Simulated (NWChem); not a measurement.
System: C₃H₇FSi; SMILES C(=C)[SiH](C)F

Output (shortened):

```
             Northwest Computational Chemistry Package (NWChem) 7.3.0
             --------------------------------------------------------

 C1  symmetry detected

                             Geometry "geometry" -> ""
                             -------------------------

 Output coordinates in angstroms (scale by  1.889725989 to convert to a.u.)

  No.       Tag          Charge          X              Y              Z
 ---- ---------------- ---------- -------------- -------------- --------------
    1 Si                  14.0000     0.03373650    -0.46592382    -0.43462677
    2 C                    6.0000    -0.90494094    -1.79211230     0.50002298
    3 F                    9.0000     1.56779991    -0.37076745     0.16570469
    4 C                    6.0000    -0.72831217     1.22637048    -0.21437213
    5 C                    6.0000    -0.05389784     2.25195894     0.34418674
    6 H                    1.0000     0.15035655    -0.83061052    -1.89007697
    7 H                    1.0000    -1.94049166    -1.87667936     0.10961177
    8 H                    1.0000    -0.41728841    -2.78180544     0.39190897
    9 H                    1.0000    -0.96436920    -1.54411562     1.57886968
   10 H                    1.0000    -1.77066790     1.39608191    -0.54627807
   11 H                    1.0000     0.98836479     2.13019357     0.68611907
   12 H                    1.0000    -0.50550865     3.24947316     0.48425252

 Effective nuclear repulsion energy (a.u.)     224.5994781532

  pbe96 is a nonlocal functional; adding pw91lda local functional.

                                 NWChem DFT Module
                                 -----------------

 Summary of "ao basis" -> "ao basis" (spherical)
 ------------------------------------------------------------------------------
       Tag                 Description            Shells   Functions and Types
 ---------------- ------------------------------  ------  ---------------------
 Si                         def2-svp                 8       18   4s3p1d
 C                          def2-svp                 6       14   3s2p1d
 F                          def2-svp                 6       14   3s2p1d
 H                          def2-svp                 3        5   2s1p

            General Information
            -------------------
          SCF calculation type: DFT
          Wavefunction type:  closed shell.
          No. of atoms     :    12
          No. of electrons :    48
           Alpha electrons :    24
            Beta electrons :    24
          Charge           :     0
          Spin multiplicity:     1
          Use of symmetry is: off; symmetry adaption is: off
          Maximum number of iterations: 150
          AO basis - number of functions:   109
                     number of shells:    53
          Convergence on energy requested:  1.00D-06
          Convergence on density requested:  1.00D-05
          Convergence on gradient requested:  5.00D-04

              XC Information
              --------------
          PerdewBurkeErnzerhof Exchange Functional  1.000
            Perdew 1991 LDA Correlation Functional  1.000 local
           PerdewBurkeErnz. Correlation Functional  1.000 non-local

             Grid Information
             ----------------
          Grid used for XC integration:  medium
          Radial quadrature: Mura-Knowles
          Angular quadrature: Lebedev.
          Tag              B.-S. Rad. Rad. Pts. Rad. Cut. Ang. Pts.
          ---              ---------- --------- --------- ---------
          Si                  1.10       88          11.0       590
          C                   0.70       49          12.0       434
          F                   0.50       49          11.0       434
          H                   0.35       45          14.0       434
          Grid pruning is: on
          Number of quadrature shells:   599
          Spatial weights used:  Erf1

      Superposition of Atomic Density Guess
      -------------------------------------

 Sum of atomic energies:        -504.40044035

      Non-variational initial energy
      ------------------------------

 Total energy =    -506.679135
 1-e energy   =   -1140.402029
 2-e energy   =     409.123416
 HOMO         =      -0.330533
 LUMO         =      -0.018083

[...]

                                NWChem TDDFT Module
                                -------------------

            General Information
            -------------------
           No. of orbitals :     218
            Alpha orbitals :     109
             Beta orbitals :     109
        Alpha frozen cores :       0
         Beta frozen cores :       0
     Alpha frozen virtuals :       0
      Beta frozen virtuals :       0
         Spin multiplicity :       1
    Number of AO functions :     109
        Use of symmetry is : off
      Symmetry adaption is : off
         Schwarz screening :  0.10D-07

              XC Information
              --------------
   PerdewBurkeErnzerhof Exchange Functional   1.00
     Perdew 1991 LDA Correlation Functional   1.00 local
    PerdewBurkeErnz. Correlation Functional   1.00 non-local

             TDDFT Information
             -----------------
          Calculation type : Tamm-Dancoff TDDFT
         Wavefunction type : Restricted singlets
          No. of electrons :      48
           Alpha electrons :      24
            Beta electrons :      24
              No. of roots :       6
          Max subspacesize :    5200
            Max iterations :     100
               Target root :       1
           Target symmetry : none
      Symmetry restriction : off
                 Algorithm : Optimal
        Davidson threshold :  0.10D-03

    6 smallest eigenvalue differences (eV)
--------------------------------------------------------
  No. Spin  Occ  Vir  Irrep   E(Occ)    E(Vir)   E(Diff)
--------------------------------------------------------
    1    1   24   25 a        -0.247    -0.051     5.325
    2    1   23   25 a        -0.270    -0.051     5.945
    3    1   22   25 a        -0.284    -0.051     6.342
    4    1   24   26 a        -0.247     0.010     7.005
    5    1   21   25 a        -0.329    -0.051     7.566
    6    1   23   26 a        -0.270     0.010     7.625
--------------------------------------------------------

  Entering Davidson iterations
  Restricted singlet excited states

  Iter   NTrls   NConv    DeltaV     DeltaE      Time
  ----  ------  ------  ---------  ---------  ---------
    1      6       0     0.26E+00   0.10+100        2.8
    2     12       0     0.51E-01   0.85E-01        2.8
    3     18       0     0.23E-01   0.55E-02        2.8
    4     24       0     0.60E-02   0.90E-03        2.8
    5     30       3     0.85E-03   0.54E-04        2.8
    6     33       4     0.11E-03   0.89E-06        2.0
    7     35       6     0.45E-04   0.13E-07        1.7
  ----  ------  ------  ---------  ---------  ---------
  Convergence criterion met

  Ground state a        -507.240979884269 a.u.

  ----------------------------------------------------------------------------
  Root   1 singlet a              0.228797622 a.u.                6.2259 eV
  ----------------------------------------------------------------------------
     Transition Moments    X -0.12920   Y -0.32663   Z  0.14923
     Dipole Oscillator Strength                    0.0222169539
     Electric Quadrupole                           0.0000000596
     Magnetic Dipole                               0.0000010497
     Total Oscillator Strength                     0.0222180632

     Occ.   22  a   ---  Virt.   25  a       -0.18937
     Occ.   23  a   ---  Virt.   25  a       -0.96307
     Occ.   24  a   ---  Virt.   25  a        0.15586
  ----------------------------------------------------------------------------
  Root   2 singlet a              0.232958349 a.u.                6.3391 eV
  ----------------------------------------------------------------------------
     Transition Moments    X -0.08691   Y -0.76324   Z -0.24345
     Dipole Oscillator Strength                    0.1008479109
     Electric Quadrupole                           0.0000000886
     Magnetic Dipole                               0.0000001178
     Total Oscillator Strength                     0.1008481172

     Occ.   22  a   ---  Virt.   25  a       -0.82718
     Occ.   23  a   ---  Virt.   25  a        0.24245
     Occ.   24  a   ---  Virt.   25  a        0.49048
  ----------------------------------------------------------------------------
  Root   3 singlet a              0.259210695 a.u.                7.0535 eV
  ----------------------------------------------------------------------------
     Transition Moments    X  0.02310   Y -0.01093   Z -0.02800
     Dipole Oscillator Strength                    0.0002483295
     Electric Quadrupole                           0.0000000363
     Magnetic Dipole                               0.0000004389
     Total Oscillator Strength                     0.0002488047

     Occ.   24  a   ---  Virt.   26  a       -0.99589
  ----------------------------------------------------------------------------
  Root   4 singlet a              0.281017885 a.u.                7.6469 eV
  ----------------------------------------------------------------------------
     Transition Moments    X  0.22452   Y  0.72610   Z  0.16696
     Dipole Oscillator Strength                    0.1134393575
     Electric Quadrupole                           0.0000002672
     Magnetic Dipole                               0.0000004170
     Total Oscillator Strength                     0.1134400417

[...]
```

Level: PBE/def2-SVP, TDA. The geometry was optimised at PBE-D3(BJ)/def2-SVP. No frequency run checked for a minimum.

Question: Write an input that gives this output.

Answer: Several could match; the one computed here: the input that was run:
```
start job
memory heap 200 mb stack 900 mb global 1100 mb
geometry units angstroms noautoz
  Si     0.049907    -0.459895    -0.418328
  C     -0.937217    -1.771245     0.486884
  F      1.563369    -0.382070     0.234496
  C     -0.697860     1.242507    -0.229219
  C     -0.030263     2.261328     0.349549
  H      0.212179    -0.830627    -1.867865
  H     -1.959631    -1.844064     0.061085
  H     -0.458661    -2.767310     0.398426
  H     -1.030785    -1.519104     1.562344
  H     -1.725885     1.424216    -0.597479
  H      0.997928     2.127594     0.727695
  H     -0.473808     3.264863     0.471166
end
basis spherical
  Si library def2-svp
  C library def2-svp
  F library def2-svp
  H library def2-svp
end
dft
  xc xpbe96 cpbe96
  iterations 150
end
tddft
  cis
  nroots 6
  notriplet
end
task tddft energy
```
